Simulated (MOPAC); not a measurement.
MOPAC input (PM6):

```
PM6 1SCF GEO-OK AUX(PRECISION=9) THREADS=1
H6O3Si2

O    -1.15154700 1    0.57711300 1    1.34339500 1
Si   -0.29104300 1    0.31754200 1   -0.03301300 1
O    -1.32849800 1   -0.12810400 1   -1.22268200 1
O     0.46136200 1    1.76028800 1   -0.32128900 1
Si    1.24392100 1   -1.43784900 1    0.14231600 1
H    -0.84068300 1    1.27281100 1    1.92913900 1
H    -2.15882400 1    0.35160700 1   -1.30524300 1
H     1.02332200 1    1.83542700 1   -1.09670900 1
H     0.56170300 1   -2.73283600 1    0.37254600 1
H     2.16973200 1   -1.17818300 1    1.27306800 1
H     2.05391400 1   -1.53891900 1   -1.09843700 1
```

From the output:

```
                                                       MOPAC v23.2.5 Linux

          FINAL HEAT OF FORMATION =       -210.72957 KCAL/MOL =    -881.69251 KJ/MOL

          COSMO AREA              =        137.53 SQUARE ANGSTROMS
          COSMO VOLUME            =        131.26 CUBIC ANGSTROMS

          IONIZATION POTENTIAL    =          9.079221 EV
          HOMO LUMO ENERGIES (EV) =         -9.079  0.079
          NO. OF FILLED LEVELS    =         16
          MOLECULAR WEIGHT        =        110.2166         POINT GROUP:  C1

          MOLECULAR DIMENSIONS (Angstroms)

            Atom       Atom       Distance
            H    10    H     7     5.26539
            H    11    H     6     4.74479
            H     9    H     8     4.43584

          SCF CALCULATIONS        =          1

   ATOM   CHEMICAL          X               Y               Z
  NUMBER   SYMBOL      (ANGSTROMS)     (ANGSTROMS)     (ANGSTROMS)

     1       O         -1.15154700  *   0.57711300  *   1.34339500  *
     2      Si         -0.29104300  *   0.31754200  *  -0.03301300  *
     3       O         -1.32849800  *  -0.12810400  *  -1.22268200  *
     4       O          0.46136200  *   1.76028800  *  -0.32128900  *
     5      Si          1.24392100  *  -1.43784900  *   0.14231600  *
     6       H         -0.84068300  *   1.27281100  *   1.92913900  *
     7       H         -2.15882400  *   0.35160700  *  -1.30524300  *
     8       H          1.02332200  *   1.83542700  *  -1.09670900  *
     9       H          0.56170300  *  -2.73283600  *   0.37254600  *
    10       H          2.16973200  *  -1.17818300  *   1.27306800  *
    11       H          2.05391400  *  -1.53891900  *  -1.09843700  *

                             CARTESIAN COORDINATES

   1    O       -1.151547000     0.577113000     1.343395000
   2   Si       -0.291043000     0.317542000    -0.033013000
   3    O       -1.328498000    -0.128104000    -1.222682000
   4    O        0.461362000     1.760288000    -0.321289000
   5   Si        1.243921000    -1.437849000     0.142316000
   6    H       -0.840683000     1.272811000     1.929139000
   7    H       -2.158824000     0.351607000    -1.305243000
   8    H        1.023322000     1.835427000    -1.096709000
   9    H        0.561703000    -2.732836000     0.372546000
  10    H        2.169732000    -1.178183000     1.273068000
  11    H        2.053914000    -1.538919000    -1.098437000

           Empirical Formula: H6 O3 Si2  =    11 atoms

      MOLECULAR POINT GROUP   :   C1

                  EIGENVALUES
 -30.09210 -29.98685 -29.92268 -19.98582 -18.77154 -18.35774 -18.09798 -14.42992
 -13.86985 -13.61924 -13.58163 -12.97517 -12.57168 -11.53092 -11.47120  -9.07922
   0.07864   0.17646   0.37615   1.26355   1.32497   1.37605   1.55098   1.91608
   2.08964   2.24892   2.26710   2.80799   3.89783   4.23373   4.45759   4.67734
   4.74262   5.37153   5.66223   5.80746

              NET ATOMIC CHARGES AND DIPOLE CONTRIBUTIONS

  ATOM NO.   TYPE          CHARGE      No. of ELECS.   s-Pop       p-Pop       d-Pop
    1          O          -0.517037        6.5170     1.68165     4.83539
    2         Si           0.393782        3.6062     1.04343     1.21257     1.35021
    3          O          -0.501794        6.5018     1.67792     4.82388
    4          O          -0.540843        6.5408     1.68475     4.85609
    5         Si           0.140073        3.8599     1.25046     2.16672     0.44275
    6          H           0.358581        0.6414     0.64142
    7          H           0.355322        0.6447     0.64468
    8          H           0.359019        0.6410     0.64098
    9          H          -0.010975        1.0110     1.01098
   10          H          -0.017275        1.0173     1.01728
   11          H          -0.018853        1.0189     1.01885
 DIPOLE           X         Y         Z       TOTAL
 POINT-CHG.     1.386     0.274    -0.343     1.454
 HYBRID        -0.786     1.147    -0.217     1.407
 SUM            0.600     1.421    -0.560     1.641

          ATOMIC ORBITAL ELECTRON POPULATIONS

     Atom    s        px        py        pz      x^2-y^2     xz        z^2       yz        xy
    1  O   1.68165   1.72304   1.57595   1.53640
    2 Si   1.04343   0.42049   0.43643   0.35565   0.17360   0.27018   0.31797   0.20548   0.38297
    3  O   1.67792   1.44369   1.66936   1.71083
    4  O   1.68475   1.62129   1.69625   1.53855
    5 Si   1.25046   0.71470   0.72823   0.72379   0.05229   0.16509   0.09615   0.01603   0.11319
    6  H   0.64142
    7  H   0.64468
    8  H   0.64098
    9  H   1.01098
   10  H   1.01728
   11  H   1.01885

 **********************
 *                    *
 * JOB ENDED NORMALLY *
 *                    *
 **********************

 == MOPAC DONE ==
```

The geometry given is a B3LYP-D3(BJ)/def2-TZVP minimum.
